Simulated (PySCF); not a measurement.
## Computed properties of C2H8ClGeN, SMILES [Cl][Ge]([CH3])([NH2])[CH3]

Ge(Cl)(Me)2(NH2) (C₂H₈ClGeN), SMILES [CH3][Ge]([CH3])([NH2])[Cl]. Coordinates come from a B3LYP-D3(BJ)/def2-SVP optimisation. Other conformers were not sampled. All values are computed for the isolated molecule unless a solvent is named; none is compared with measurement here.

**Structure.** The optimised structure has Cs symmetry. All 33 harmonic modes at B3LYP-D3(BJ)/def2-SVP (PySCF) are real, so it is a minimum. With heavy atoms numbered as in [CH3:1][Ge:2]([CH3:3])([NH2:4])[Cl:5], the shortest bond between them is Ge2–N4 at 1.834 Å and the longest Ge2–Cl5 at 2.217 Å.

**Vibrations.** The strongest infrared lines (harmonic, unscaled, degenerate partners summed) lie at 574 cm⁻¹ (200 km/mol, H 55 %, N 38 %), 822 cm⁻¹ (70 km/mol, H 76 %, C 21 %), 380 cm⁻¹ (54 km/mol, Cl 68 %, Ge 29 %). The softest mode is at 101 cm⁻¹ and the zero-point energy is 62.8 kcal/mol.

**Electronic structure.** CAM-B3LYP/def2-TZVP (PySCF) places the frontier levels at -9.03 and 1.31 eV, a gap of 10.34 eV, and gives a dipole moment of 1.97 D and a mean polarisability of 72.9 bohr³.

**Excitations.** TDA-B3LYP/def2-SVPD (PySCF) has S1 at 6.33 eV (196 nm, f = 0.072, bright); the most intense of the 10 singlets computed lies at 6.93 eV (f = 0.09). T1 (TDA) is at 5.91 eV, 0.42 eV under S1. No vertical singlet excitation falls in the visible range (under 3.1 eV).

**NMR.** GIAO shifts at KT2/pcSseg-1 (PySCF) (non-relativistic, atoms alike by connectivity averaged): ¹³C at 7.4 ppm against TMS; ¹H from 0.9 to 1.1 ppm against TMS. Without spin–orbit terms, shifts of atoms bonded to Cl or Br come out too high.
